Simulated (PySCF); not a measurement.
Species: (F)3Si-O-SiH3.
Cartesian coordinates in Å at the PBE0-D3(BJ)/def2-SVP level; atoms count from 1:
```xyz
9
F3H3OSi2 angstrom
Si     0.047    1.413   -0.656
F      1.486    1.706   -1.277
F     -0.966    1.170   -1.866
F     -0.425    2.720    0.124
O      0.089    0.152    0.331
Si    -0.005   -1.464    0.739
H      0.730   -1.651    2.018
H     -1.438   -1.836    0.903
H      0.616   -2.280   -0.342
```

Method used: TDDFT CAM-B3LYP/def2-SVPD, vertical, gas phase, core orbitals frozen in the response (PySCF 2.14.0, density-fitted response routines).

Transition dipole moments from the ground state, in atomic units and in the frame of the coordinates above (overall signs are arbitrary), for the states with f of 0.002 or more among the lowest 10:

| state | E (hartree) | μx | μy | μz |
| --- | --- | --- | --- | --- |
| S3 | 0.3353 | -0.574 | 0.092 | 0.198 |
| S4 | 0.3374 | 0.209 | 0.190 | 0.551 |
| S6 | 0.3549 | -0.094 | 0.042 | 0.001 |
| S8 | 0.3624 | -0.253 | -0.492 | 0.081 |
| S9 | 0.3696 | 0.984 | -0.225 | -0.339 |
| S10 | 0.3706 | 0.404 | 0.220 | 0.996 |

Q: What oscillator strength does each state have?

A: f = (2/3) ΔE |μ|² with ΔE in hartree (27.2114 eV).

```json
{"state": "S3", "|μ|² (au)": "0.377", "|μ| (D)": "1.56", "f": "0.084"}
{"state": "S4", "|μ|² (au)": "0.384", "|μ| (D)": "1.57", "f": "0.086"}
{"state": "S6", "|μ|² (au)": "0.011", "|μ| (D)": "0.26", "f": "0.003"}
{"state": "S8", "|μ|² (au)": "0.312", "|μ| (D)": "1.42", "f": "0.075"}
{"state": "S9", "|μ|² (au)": "1.133", "|μ| (D)": "2.71", "f": "0.279"}
{"state": "S10", "|μ|² (au)": "1.204", "|μ| (D)": "2.79", "f": "0.297"}
```

Q: Which bond between heavy atoms lies closest to the direction of the S10 transition dipole?

A: Si1–F3, at 18° from it; next Si1–F4 at 60°.

Q: What angle do the transition dipoles of S3 and S8 make?

A: |cos θ| = |μa·μb| / (|μa| |μb|) = 0.34, so θ ≈ 70° (taken between 0 and 90°, since the signs are arbitrary).

Q: What peak molar absorption coefficient would the strongest computed level give as a lone Gaussian band 0.4 eV wide at half height?

A: ε(max) = 2.175×10⁸ f / FWHM, with the width in cm⁻¹. S10: 2.175×10⁸ × 0.2975 / 3226 ≈ 20000 L mol⁻¹ cm⁻¹.

The vertical ionisation energy (ΔSCF) is 12.28 eV, 2.20 eV above S10.
